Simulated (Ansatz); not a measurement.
`FB([SiH3])C[SiH3]` + H₂ → `FB[SiH3]` + `C[SiH3]` at 700 K and 1 bar (hydrogenolysis of a B–C bond).

Computed with Ansatz on PBE0-D4/def2-TZVP structures; ΔE is electronic, products minus reactants. CCSD(T)/CBS adds triple-zeta CCSD(T) − MP2 to the extrapolated MP2 energy (def2 sets, frozen cores). This one scheme is used for every species. Each species was taken in one conformer, which may not be the lowest.

| species | CCSD(T)/CBS energy (Eh) | H − E (kJ/mol) | S (J/(mol·K)) |
| --- | --- | --- | --- |
| `FB([SiH3])C[SiH3]` | -745.65649 | 316.6 | 540.6 |
| H₂ | -1.17544 | 46.8 | 155.3 |
| `FB[SiH3]` | -416.08982 | 157.1 | 377.6 |
| `C[SiH3]` | -330.73916 | 210.8 | 332.0 |

H − E and S are ideal-gas, rigid-rotor, harmonic terms from PBE0-D4/def2-TZVP, for one conformer and one mirror image of each species. The MP2-based limit puts H₂ 0.8 mEh under its directly extrapolated value; such offsets cancel only in part. 1 Eh = 2625.50 kJ/mol, R = 8.31446 J/(mol·K).

Question: By hand: ΔE, ΔH, ΔS and ΔG.

Answer: ΔE = (-416.08982) + (-330.73916) − (-745.65649) − (-1.17544) = 0.00295 Eh = 7.7 kJ/mol. Δ(H − E) = 157.1 + 210.8 − 316.6 − 46.8 = 4.5, so ΔH = 12.2 kJ/mol. ΔS = 377.6 + 332.0 − 540.6 − 155.3 = 13.7 J/(mol·K). ΔG = 12.2 − 700 × (13.7)/1000 = 2.6 kJ/mol.

Question: By hand: the equilibrium constant, and the temperature at which ΔG would vanish if ΔH and ΔS stayed fixed.

Answer: log₁₀ K = −ΔG/(RT ln 10) = -0.2. ΔG = 0 at ΔH/ΔS = 891 K, though so small a ΔS makes that figure unsure.

TΔS isn't small against ΔH here. The sign of ΔG lies within the doubt. A doubt of 5 kJ/mol in ΔE shifts log₁₀ K by 0.4 here. Other conformers and mirror images would add mixing entropy, several J/(mol·K) or more a flexible species. Modes under 60 cm⁻¹, often nearly free rotors, make the harmonic entropy too high. These are equilibria of isolated gas molecules and say nothing of rates. Largest T1 diagnostic: 0.014 (customary marks: 0.02 for closed shells, 0.045 for open ones).
